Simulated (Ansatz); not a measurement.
Cost and result for the atomization energy of `C[SiH2][Se]C#N` (10 atoms, 9 bonds).

Cartesian coordinates in Å:
```
C -0.5598 -0.7588 -0.9532
Si 1.0117 -0.3078 -0.0760
Se 0.9519 1.9064 0.6136
C -0.6129 1.6696 1.5329
N -1.6055 1.5195 2.1039
H -0.7053 -0.1377 -1.8385
H -1.4143 -0.6232 -0.2867
H -0.5255 -1.8074 -1.2610
H 2.2075 -0.3125 -0.9558
H 1.2521 -1.1482 1.1207
```

The species carries charge 0 and has multiplicity 1. Correlated methods include outer-core shells of Se, which these sets cover unevenly. Scalar relativity is left out up to krypton. The geometry is a stationary point of PBE0-D4/def2-TZVP. It is one conformer, not always the lowest. Program: Ansatz. All runs use 4 threads of an Arm Neoverse V2 on a shared host. Times are those of one run each, without the atoms' runs, and a repeat can differ threefold. Electronic energies, without spin–orbit coupling; frozen cores. CCSD(T)/CBS adds CCSD(T) − MP2 in def2-TZVPP to the MP2 limit, and its time is that of the two runs behind it. T1 = 0.012. With those shells the extrapolation isn't a true limit. B3LYP takes the VWN-RPA correlation (the form of Gaussian; ORCA's B3LYP/G).

CCSD(T)/CBS is a level of theory with its own doubt, some kJ/mol a heavy atom from the limit and from the frozen cores, so smaller differences don't rank the functionals.

```tsv
level	functions	wall time
PBE-D4/def2-TZVPP (with forces)	253	2.3 s
PBE0-D4/def2-TZVPP	253	3 s
r2SCAN-D4/def2-TZVPP (with forces)	253	4.2 s
B3LYP-D4/def2-TZVPP (with forces)	253	4.5 s
B2PLYP/def2-TZVPP	253	5.5 s
ωB97X-V/def2-TZVPP	253	7.5 s
ωB97M-V/def2-TZVPP (with forces)	253	10 s
MP2/def2-QZVPP	480	21 s
CCSD(T)/def2-TZVPP	253	2.8 min
CCSD(T)/CBS(def2)	–	3.2 min
```

Task: What atomization energy does each give, and how far from CCSD(T)/CBS? (Estimate.)

Result: Ansatz gave: 
| level | atomization (kJ/mol) | difference from CCSD(T)/CBS | per bond |
| --- | --- | --- | --- |
| PBE-D4/def2-TZVPP (with forces) | 3803.8 | 91.9 | 10.2 |
| PBE0-D4/def2-TZVPP | 3715.7 | 3.8 | 0.4 |
| r2SCAN-D4/def2-TZVPP (with forces) | 3711.4 | -0.5 | -0.1 |
| B3LYP-D4/def2-TZVPP (with forces) | 3712.9 | 1.0 | 0.1 |
| B2PLYP/def2-TZVPP | 3674.2 | -37.7 | -4.2 |
| ωB97X-V/def2-TZVPP | 3725.3 | 13.4 | 1.5 |
| ωB97M-V/def2-TZVPP (with forces) | 3714.4 | 2.5 | 0.3 |
| MP2/def2-QZVPP | 3741.8 | 29.9 | 3.3 |
| CCSD(T)/def2-TZVPP | 3603.9 | -108.0 | -12.0 |
| CCSD(T)/CBS(def2) | 3711.9 | 0.0 | 0.0 |

In def2-TZVPP, CCSD(T) changes the Hartree–Fock value by +1009.0 kJ/mol (the triples alone add +73.0 kJ/mol) and MP2 by +1083.5 kJ/mol; breaking electron pairs costs correlation energy, which Hartree–Fock lacks. From PBE to PBE0 (25 % exact exchange), in def2-TZVPP and without D4, the atomization energy moves by −84.4 kJ/mol: exact exchange takes away binding that semilocal exchange gives to molecules. The D4 term adds +41.1 kJ/mol with B3LYP and +21.7 kJ/mol with PBE0; it sums over pairs of atoms, weighted by their polarisabilities, and B3LYP, whose exchange is more repulsive, gets the larger term.
